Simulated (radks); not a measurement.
Question: Au V, configuration [Xe] 4f14 5d7. Calculated with a radial shooting solver on a logarithmic mesh with Libxc functionals: Dirac Kohn-Sham, PBE, spin-unpolarised, spherical densities, finite nucleus; open shells fill j = l - 1/2 first; Fermi nuclear charge, rms radius 5.4371 fm.

Spin-orbit splittings of the eigenvalues, e(l+1/2) - e(l-1/2), with zeta = 2 splitting/(2l+1) and mean radii in bohr:

shell  occ.  splitting (eV)  zeta (eV)  <r> j=l-1/2  <r> j=l+1/2
2p        6            1835       1224      0.05798      0.06653
3p        6           405.0      270.0       0.1736       0.1893
3d       10           87.06      34.83       0.1648       0.1696
4p        6           97.14      64.76       0.4094       0.4434
4d       10           18.10      7.238       0.4518       0.4630
4f       14           3.818      1.091       0.4944       0.5014
5p        6               ?          ?       0.9919        1.082
5d        7           1.990     0.7961        1.363        1.401

Estimate the 5p splitting.

Answer: 16.98 eV (zeta = 11.32 eV).
